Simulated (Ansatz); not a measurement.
Consider the atomization: `C[CH2][Mg][CH3]` → 3 C• + 8 H• + Mg (atom).

Gas-phase electronic energies from Ansatz, PBE0-D4/def2-TZVP geometries. CCSD(T)/CBS adds triple-zeta CCSD(T) − MP2 to the extrapolated MP2 energy (def2 sets, frozen cores). This one scheme is used for every species, atoms too. DFT in def2-TZVPP. No spin–orbit coupling; open shells (•) take unrestricted orbitals. Spin–orbit coupling would lower the free atoms: a little for C. Bonds to Mg are less sure, by a few kJ/mol each and by 10 to 20 or more in all where they break to atoms, as the def2 sets lack core-valence functions. One conformer a species, not always the lowest.

```json
{"species": "`C[CH2][Mg][CH3]`", "ωB97X-V energy (Eh)": "-319.16110"}
{"species": "C•", "ωB97X-V energy (Eh)": "-37.84659"}
{"species": "H•", "ωB97X-V energy (Eh)": "-0.50049"}
{"species": "Mg (atom)", "ωB97X-V energy (Eh)": "-200.02776"}
```

Q: Work out ΔE.

A: ΔE = 8 × (-0.50049) + 3 × (-37.84659) + (-200.02776) − (-319.16110) = 1.58965 Eh = +43.26 eV. CCSD(T)/CBS gives +43.39 eV.

Largest T1 diagnostic among the species: 0.009.

From r2SCAN to r2SCAN0 (25 % exact exchange), in def2-TZVPP and without D4, ΔE moves by −0.37 eV: exact exchange takes away binding that semilocal exchange gives to molecules. In def2-TZVPP, CCSD(T) changes the Hartree–Fock value by +9.66 eV (the triples alone add +0.47 eV) and MP2 by +9.92 eV; breaking electron pairs costs correlation energy, which Hartree–Fock lacks.

For atomizations the MP2-based limit and the directly extrapolated one differ by several kJ/mol either way, and by 10 to 25 for some Ge, Se and Sn compounds, so smaller differences from it don't rank the levels.
